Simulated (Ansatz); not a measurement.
System: C3H7S (charge -1, singlet). It need not be the lowest isomer of its formula. Whether it binds its extra electron was not tested at this geometry. SMILES: CC[CH-]S
Geometry from a B3LYP-D3(BJ)/def2-TZVP (Ansatz, a program for electronic structure) optimisation:
```
C
H 1 1.0979
H 1 1.1185 2 104.49
C 1 1.5149 2 109.34 3 -125.06
H 4 1.0970 1 110.82 2 177.87
C 1 1.5328 2 108.54 3 113.53
H 6 1.0938 1 110.15 2 61.65
H 6 1.0956 7 107.03 1 -120.05
H 6 1.0989 7 109.22 8 -116.15
S 4 1.7889 5 106.62 1 123.36
H 10 1.3649 4 103.27 5 125.18
```
Charge -1, spin multiplicity 1.

Parts of the frozen-core correlation energy in cc-pVTZ (Ansatz, hartree). Frozen orbitals: 8; correlated occupied orbitals by spin: 13 and 13; virtual: 201 and 201. No spin-orbit coupling. Non-relativistic.

| term | value |
|---|---|
| reference (HF) | -515.18538 |
| MP2 opposite-spin | ? |
| MP2 same-spin | ? |
| CCSD correlation | -0.77240 |
| (T) | ? |
| T1 diagnostic | 0.011 |
| largest doubles amplitude | 0.020 |

**Question.** Fill in the missing entries.

**Answer.** 
- MP2 opposite-spin, value: -0.56011
- MP2 same-spin, value: -0.16540
- (T), value: -0.03367
